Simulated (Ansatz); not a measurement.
Born–Oppenheimer molecular dynamics of BCl₃ (4 atoms, charge 0, multiplicity 1). It goes on from the last frame of an earlier run, with new velocities.

These are results of RKS PBE0-D4/def2-SVP in Ansatz, not measurements.

```json
{
 "ensemble": "NVT, Langevin thermostat",
 "time step": "1 fs",
 "steps asked": "100",
 "set temperature": "500 K",
 "friction": "0.05 /fs",
 "seed": "468105"
}
```

First frame:

```xyz
4
Properties=species:S:1:pos:R:3
B 0.018 -0.028 0.045
Cl 0.000 0.003 1.831
Cl 1.591 0.003 -0.921
Cl -1.597 0.003 -0.924
```

Question: How far do the bonds stretch over the last three quarters of this one trajectory? (Pairs bonded in most of those frames.)

Answer: 
```json
{"bond": "B1–Cl2", "mean (Å)": "1.765", "spread (Å)": "0.063", "shortest": "1.67", "longest": "1.86"}
{"bond": "B1–Cl3", "mean (Å)": "1.743", "spread (Å)": "0.056", "shortest": "1.61", "longest": "1.82"}
{"bond": "B1–Cl4", "mean (Å)": "1.735", "spread (Å)": "0.044", "shortest": "1.63", "longest": "1.78"}
```

Mean temperature of the second half: 667 K. The mean temperature of the second half is 33 % above the set value. A run of 0.1 ps of so small a system gives no equilibrium averages.

Run time: 100 s on 1 thread of Intel(R) Xeon(R) 6975P-C (Granite Rapids), with other jobs on the host, peak memory 0.14 GiB.
